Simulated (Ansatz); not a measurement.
Compare A (`NB(Cl)O[SiH3]`) with its isomer B (`N[SiH](Cl)BO`).

Isolated molecules relaxed with PBE0-D4/def2-TZVP in Ansatz; ΔE leaves out vibrations. CBS: MP2 limit from def2 TZ/QZ plus the TZ coupled-cluster correction, frozen cores. Functionals use def2-TZVPP. B3LYP here is the variant with VWN-RPA as its local correlation; programs differ in this. Each species was taken in one conformer, which may not be the lowest.

(1) Which isomer does CCSD(T)/CBS put lower? Give the gap. (Estimate.)

(2) Give E(B) − E(A) in kJ/mol with CCSD/def2-TZVPP, HF/def2-TZVPP, B3LYP, CCSD(T)/def2-TZVPP, MP2/def2-TZVPP, B3LYP-D4, ωB97M-V. (Best estimate.)

Largest T1 diagnostic: 0.012.

Results:

(1) The calculation gave: A, by 149.5 kJ/mol.

(2) Computed: CCSD/def2-TZVPP 156.0, HF/def2-TZVPP 172.0, B3LYP 153.5, CCSD(T)/def2-TZVPP 154.0, MP2/def2-TZVPP 157.6, B3LYP-D4 152.9, ωB97M-V 152.5. None reverses the order clearly.

In def2-TZVPP, CCSD(T) changes the Hartree–Fock value by −18.0 kJ/mol (the triples alone add −2.1 kJ/mol) and MP2 by −14.5 kJ/mol. From PBE to PBE0 (25 % exact exchange), in def2-TZVPP and without D4, E(B) − E(A) moves by +7.4 kJ/mol.
